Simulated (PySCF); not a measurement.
# Deuteron quadrupole couplings in `CC(C)(C)c1snnc1[SiH3]`

Compound: C6H12N2SSi.
Atom-mapped SMILES: `[CH3:1][C:2]([CH3:3])([CH3:4])[c:5]1[s:6][n:7][n:8][c:9]1[SiH3:10]` (hydrogens: H11, H12, H13 on C1; H14, H15, H16 on C3; H17, H18, H19 on C4; H20, H21, H22 on Si10)

Geometry (GFN2-xTB, Å), atoms numbered from 1 in this order:
```
atom  x, y, z in Å
C1    -2.1664    0.8801   -0.2090
C2    -0.8987    0.0336   -0.0574
C3    -1.0957   -0.9646    1.0928
C4    -0.6479   -0.7226   -1.3666
C5     0.2736    0.9081    0.2707
S6     0.0700    2.5449    0.7745
N7     1.7023    2.7382    0.9676
N8     2.3518    1.7021    0.6915
C9     1.6283    0.6341    0.2954
Si10   2.6692   -0.8785   -0.1166
H11   -3.0116    0.2441   -0.4633
H12   -2.0438    1.6195   -0.9982
H13   -2.3988    1.4014    0.7175
H14   -1.9444   -1.6107    0.8810
H15   -1.2872   -0.4383    2.0259
H16   -0.2110   -1.5824    1.2205
H17    0.1988   -1.3962   -1.2702
H18   -0.4466   -0.0253   -2.1772
H19   -1.5272   -1.3086   -1.6250
H20    3.9960   -0.6470    0.4375
H21    2.7182   -1.0383   -1.5729
H22    2.0606   -2.0740    0.4808
```

Level: PBE0/pcSseg-1 (PySCF, non-relativistic); Q(2H) = 0.00286 b; rigid geometry, the same for H and D, with no vibrational averaging.

Question: Rank these positions by the coupling χzz of a deuteron there, largest first.
A. H20 (Si–H hydrogen)
B. H22 (Si–H hydrogen)
C. H14 (methyl hydrogen)

Answer: C (212 kHz), A (112 kHz), B (107 kHz).

Question: Tabulate Vzz, the asymmetry η and χzz = 234.96 MHz × Q × Vzz for every hydrogen position.

Answer: 
```csv
atom,bonded to,bond length (Å),Vzz (au),η,χzz (kHz)
H11,C1,1.088,0.3139,0.02,211
H12,C1,1.088,0.3109,0.01,209
H13,C1,1.088,0.3108,0.03,209
H14,C3,1.087,0.3151,0.02,212
H15,C3,1.088,0.3120,0.03,210
H16,C3,1.087,0.3138,0.03,211
H17,C4,1.086,0.3170,0.03,213
H18,C4,1.088,0.3121,0.02,210
H19,C4,1.088,0.3136,0.02,211
H20,Si10,1.456,0.1667,0.01,112
H21,Si10,1.466,0.1605,0.01,108
H22,Si10,1.468,0.1591,0.03,107
```

Question: Average by the element that carries the hydrogen.

Answer: on C: 210 kHz over 9 positions, mean bond length 1.088 Å; on Si: 109 kHz over 3 positions, mean bond length 1.464 Å.

Isolated species at its GFN2-xTB geometry, gas phase. GFN2-xTB bond lengths can be off by several hundredths of an ångström, more for odd bonds, and the gradients follow them. The small basis limits the accuracy of the gradients.
